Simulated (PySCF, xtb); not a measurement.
CClF, SMILES F[C]Cl (connectivity only; charge and spin as stated), neutral, multiplicity 1.

xtb with GFN2-xTB at its own geometry gives an orbital gap of 2.13 eV and a dipole moment of 1.64 D.

Coordinates come from a r2SCAN-D4/def2-TZVP optimisation. The isomer is the one that the SMILES or the coordinates give; other isomers of the formula were not compared.

Q: What does r2SCAN/def2-TZVPD (PySCF) give? (The exact figures need the calculation; the answer reports its results.)

A: gap 3.12 eV (levels -7.10 and -3.98 eV), dipole 0.78 D.
